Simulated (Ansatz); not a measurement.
Reaction (substitution at a C–O bond): `[OH][Ti-]1([F])([F])[O]C=CC=[O+]1` + `[CH3][Al]([OH])[OH]` → `[CH3][Al-]1([OH])[O]C=CC=[O+]1` + `[OH][Ti]([OH])([F])[F]`

Gas-phase electronic energies from Ansatz, PBE0-D4/def2-TZVP geometries. CBS: MP2 limit from def2 TZ/QZ plus the TZ coupled-cluster correction, frozen cores. Functionals use def2-TZVPP. For Ti outer-core shells are correlated without core-valence functions, which leaves a few kJ/mol of doubt a bond. Scalar relativity is left out up to krypton. Each species was taken in one conformer, which may not be the lowest.

`[OH][Ti-]1([F])([F])[O]C=CC=[O+]1`:

Z-matrix (Å, degrees):
```
Ti
C 1 3.004
F 1 1.772 2 104.3
O 1 1.973 2 17.6 3 1.3
F 1 1.761 2 122.7 3 109.1
C 1 3.048 2 46.7 3 178.2
O 1 1.786 2 112.9 3 -105.7
O 1 2.048 2 64.1 3 176.8
H 1 2.437 2 121.4 3 -85.9
C 2 1.378 1 97.9 3 -179.4
H 2 1.095 1 143.0 3 1.7
H 6 1.097 1 145.6 2 179.3
H 10 1.080 2 120.0 1 -178.8
```

`[CH3][Al]([OH])[OH]`:

```xyz
9

C    -1.151   -0.318   -0.936
Al    0.312    0.084    0.263
O     1.421    1.289   -0.182
O     0.445   -0.779    1.719
H    -0.778   -0.704   -1.890
H    -1.828   -1.061   -0.511
H    -1.729    0.582   -1.165
H     2.178    1.565    0.329
H     1.130   -0.658    2.373
```

`[CH3][Al-]1([OH])[O]C=CC=[O+]1`:

Z-matrix (Å, degrees):
```
C
Al 1 1.945
H 1 1.095 2 111.7
H 1 1.094 2 112.0 3 -120.1
H 1 1.095 2 111.7 3 119.8
O 2 1.843 1 111.6 3 67.4
O 2 1.709 1 123.0 3 -60.5
O 2 1.843 1 111.6 3 171.6
C 6 1.265 2 125.9 1 125.9
H 7 0.954 2 123.4 1 -0.4
C 8 1.265 2 125.9 1 -125.9
C 9 1.390 6 125.7 2 -6.5
H 9 1.095 6 115.8 2 174.2
H 11 1.095 8 115.8 2 -174.2
H 12 1.080 9 119.3 6 -179.8
```

`[OH][Ti]([OH])([F])[F]`:

```xyz
7

O    -0.860   -0.515    1.299
Ti   -0.043    0.233   -0.091
O     1.126   -0.945   -0.730
F    -1.208    0.691   -1.328
F     0.769    1.720    0.388
H    -1.539   -0.235    1.915
H     1.755   -0.949   -1.453
```

```tsv
level	ΔE (eV)
revPBE-D4	-0.79
PBE0-D4	-0.82
BHLYP-D4	-0.81
revPBE	-0.80
HF/def2-SVP	-0.95
SCS-MP2/def2-TZVPP	-0.78
CCSD/def2-TZVPP	-0.75
MP2/def2-QZVPP	-0.76
```

Task: What does CCSD(T)/CBS give? (Estimate.)

Result: Ansatz gave: -0.68 eV. The listed levels differ from it by -0.11, -0.14, -0.13, -0.12, -0.27, -0.10, -0.07, -0.08 eV.

Largest T1 diagnostic among the species: 0.023, so the coupled-cluster value is less sure than usual.

Leaving LDA and LC-ωPBE aside and taking each functional with its dispersion term where it has one, the values, not all of them listed here, spread over 0.09 eV, from ωB97X-V to B97M-V. LDA lies +0.04 eV from PBE without D4. From BLYP to BHLYP (50 % exact exchange), in def2-TZVPP and without D4, ΔE moves by −0.07 eV.
